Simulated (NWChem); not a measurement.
System: C₂H₅ClGe; SMILES Cl/C=[CH]/[GeH3]

Here is an NWChem input.

```
start job
memory heap 200 mb stack 700 mb global 900 mb
geometry units angstroms noautoz
  Cl     0.005010    -2.883136     0.000000
  C     -0.396749    -1.200473     0.000000
  C      0.506959    -0.220218     0.000000
  Ge    -0.011469     1.648632     0.000000
  H     -1.478238    -1.033632     0.000000
  H      1.570052    -0.485513     0.000000
  H      0.546976     2.352518    -1.249690
  H      0.546976     2.352518     1.249690
  H     -1.547566     1.728739     0.000000
end
basis spherical
  Cl library def2-svp
  C library def2-svp
  Ge library def2-svp
  H library def2-svp
end
dft
  xc xcamb88 1.00 lyp 0.81 vwn_5 0.19 hfexch 1.00
  cam 0.33 cam_alpha 0.19 cam_beta 0.46
  iterations 150
  mulliken
end
task dft energy
```

Geometry: optimised at PBE0/def2-SVP.

Give the results of this calculation. (CAM-B3LYP/def2-SVP.) Quantities: energy (Ha); highest occupied level (eV); orbital gap (eV); dipole (D).


```
Property                       Result
---------------------------  --------
energy (Ha)                  -2616.00
highest occupied level (eV)     -8.70
orbital gap (eV)                 9.51
dipole (D)                       0.91
```
